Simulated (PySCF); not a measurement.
(E)-1,1-difluorobut-2-ene (C4H6F2), SMILES C/C=C/C(F)F. Atoms are numbered in the order given.

```xyz
12

C     -2.6890     0.4712    -0.2309
C     -1.2227     0.5443     0.0192
C     -0.3093    -0.2694    -0.5122
C      1.1532    -0.1637    -0.2368
F      1.4152     0.7705     0.7042
F      1.6277    -1.3525     0.2147
H     -3.2382     0.3185     0.7129
H     -2.9503    -0.3458    -0.9185
H     -3.0623     1.4171    -0.6572
H     -0.8714     1.3309     0.6970
H     -0.5920    -1.0747    -1.1994
H      1.7357     0.0976    -1.1405
```

Geometry: PBE0-D3(BJ)/def2-SVP. The values are those of a single conformer.

These are PySCF 2.14.0 with PBE0-D3(BJ)/def2-SVP values and carry that method's errors.

Harmonic, unscaled wavenumbers; measured fundamentals usually lie a few per cent lower.

```csv
mode,ν (cm⁻¹),IR (km/mol),Raman (Å⁴/amu),depolarisation,moving atoms (share of kinetic energy)
1,92,0.5,3.9,0.75,"H 43 %, F 28 %, C 28 %"
2,177,0.4,0.5,0.75,"C 38 %, H 33 %, F 29 %"
3,200,1.3,0.4,0.68,"C 49 %, F 30 %, H 21 %"
4,207,1.2,1.8,0.75,"H 75 %, C 24 %"
5,374,3.0,1.8,0.27,"C 53 %, F 27 %, H 20 %"
6,445,2.7,1.9,0.59,"F 46 %, C 37 %, H 18 %"
7,556,3.9,2.9,0.38,"F 71 %, C 22 %"
8,691,12.6,4.2,0.66,"C 49 %, H 37 %, F 14 %"
9,828,6.6,4.5,0.67,"C 44 %, H 42 %, F 14 %"
10,923,32.8,2.0,0.34,"H 52 %, C 46 %"
11,1001,41.9,0.3,0.49,H 92 %
12,1013,11.4,2.6,0.65,"H 48 %, C 42 %, F 10 %"
13,1061,2.0,1.8,0.75,"H 60 %, C 40 %"
14,1118,93.5,4.0,0.64,"C 62 %, H 21 %, F 17 %"
15,1162,79.3,2.7,0.34,"C 58 %, H 27 %, F 15 %"
16,1205,94.3,2.4,0.67,"C 46 %, H 31 %, F 22 %"
17,1291,2.7,5.6,0.59,"H 71 %, C 28 %"
18,1315,3.3,15.9,0.35,"H 79 %, C 20 %"
19,1391,11.0,19.4,0.62,"H 78 %, C 22 %"
20,1396,46.4,0.8,0.42,"H 70 %, C 29 %"
21,1418,83.9,10.2,0.70,"H 59 %, C 39 %"
22,1448,9.8,14.2,0.75,H 96 %
23,1457,22.9,26.2,0.65,H 94 %
24,1789,31.7,38.0,0.22,C 93 %
25,3049,14.1,200.4,0.03,H 97 %
26,3062,53.7,148.4,0.25,H 92 %
27,3127,6.8,111.0,0.75,"H 91 %, C 9 %"
28,3161,6.9,90.6,0.73,"H 91 %, C 9 %"
29,3187,2.4,87.4,0.15,"H 91 %, C 9 %"
30,3191,5.4,34.4,0.29,"H 92 %, C 8 %"
```
